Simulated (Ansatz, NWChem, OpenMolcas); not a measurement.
**Strength of the C–Al bond: Al(CH3)(OH)2 → Al(OH)2 + CH3**

Species: Al(CH3)(OH)2, singlet; Al(OH)2, doublet; CH3 (methyl radical) `[CH3]`, doublet. 

Shapes, held fixed at every level: PBE0-D4/def2-TZVP. Flexible molecules stand in one conformer, not always the lowest. Programs: Ansatz 0.2.0, NWChem 7.3.0, OpenMolcas 26.06. A level may come from different programs for different species; with the same settings they agree closely. Electronic energies: no zero-point or thermal term.

```
                             level           kind  ΔE (kJ/mol)
                         HF/STO-3G   Hartree–Fock       +433.1
                          HF/3-21G   Hartree–Fock       +290.9
                       HF/def2-SVP   Hartree–Fock       +265.1
B3LYP/6-31G* (spherical functions)  global hybrid       +346.3
                     PBE0/def2-SVP  global hybrid       +361.3
```

PBE0/def2-SVP gives ΔE = +361.3 kJ/mol; the levels span +265.1 to +433.1. The median of the levels is +346.3. No measured value is set beside it here. Open shells run unrestricted unless RO is named. Rows in sets without polarisation functions are far from converged.
